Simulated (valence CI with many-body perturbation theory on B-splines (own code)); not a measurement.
## Eu LVII: fill in the table

Method: valence CI with perturbative core correlation (CI+MBPT): five valence electrons over a frozen Dirac-Fock core [He], a basis of 11 s, 11 p, 10 d, 8 f, 5 g, 2 h functions for each j, with the one-electron correlation potential Σ1, the two-electron term Σ2, the three-electron term Σ3, Breit, model QED; selected CI, second order for the rest, scaled by the run's own slope (own B-spline code, finite nucleus).

The last digits are not significant, and no measured levels were compared; by estimate large intervals hold to a few tenths of a per cent, small ones and those within an open d or f shell to about a per cent. Among the levels kept, up to 7300 cm⁻¹ of a level comes from second order outside the variational space, and about a tenth of that is noise between levels of different J, which matters for small intervals.

| Level | E (eV) |
| --- | --- |
| (2s^2 2p1/2^2 2p3/2) J=3/2 | 0.0 |
| (2s^2 2p1/2 2p3/2^2) J=3/2 | 657.5 |
| (2s^2 2p1/2 2p3/2^2) J=5/2 | 679.5 |
| (2s^2 2p1/2 2p3/2^2) J=1/2 | 719.7 |
| (2s 2p1/2^2 2p3/2^2) J=5/2 | ? |
| (2s 2p1/2^2 2p3/2^2) J=1/2 | ? |
| (2s 2p1/2^2 2p3/2^2) J=3/2 | 1015.3 |
| (2s^2 2p3/2^3) J=3/2 | ? |
| (2s 2p1/2 2p3/2^3) J=3/2 [a] | 1609.2 |
| (2s 2p1/2 2p3/2^3) J=5/2 | ? |
| (2s 2p1/2 2p3/2^3) J=1/2 | 1694.9 |
| (2s 2p1/2 2p3/2^3) J=3/2 [b] | 1704.9 |
| (2p1/2^2 2p3/2^3) J=3/2 | 2004.5 |
| (2s 2p3/2^4) J=1/2 | 2369.4 |
| (2p1/2 2p3/2^4) J=1/2 | 2686.9 |
| (2s^2 2p1/2^2 3s) J=1/2 | ? |
| (2s^2 2p1/2^2 3p1/2) J=1/2 | 6411.8 |
| (2s^2 2p1/2^2 3p3/2) J=3/2 | 6620.4 |
| (2s^2 2p1/2^2 3d3/2) J=3/2 | 6696.2 |
| (2s^2 2p1/2^2 3d5/2) J=5/2 | ? |

Levels are named by their leading jj configuration (3d3/2^4 stands for four electrons in 3d with j = 3/2), which in mixed levels can hold well under half, so a name can repeat and another be missing. Letters in brackets count levels of one name in rising energy.

Task: The levels stand in rising order. What does the calculation give for the missing energies?

Result: (2s 2p1/2^2 2p3/2^2) J=5/2 928.8; (2s 2p1/2^2 2p3/2^2) J=1/2 1013.8; (2s^2 2p3/2^3) J=3/2 1378.7; (2s 2p1/2 2p3/2^3) J=5/2 1646.3; (2s^2 2p1/2^2 3s) J=1/2 6329.6; (2s^2 2p1/2^2 3d5/2) J=5/2 6759.5.
